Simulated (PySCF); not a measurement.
tetraarsenic (As₄), SMILES [As]12[As]3[As]1[As]23. The structure is a stationary point at B3LYP-D3(BJ)/def2-SVP.

Computed equilibrium geometry at B3LYP-D3(BJ)/def2-SVP (PySCF confirms it by a frequency run) as a Z-matrix, and its point group:
point group Td.
```
As
As 1 2.4614
As 1 2.4614 2 60.00
As 3 2.4614 1 60.00 2 70.53
```
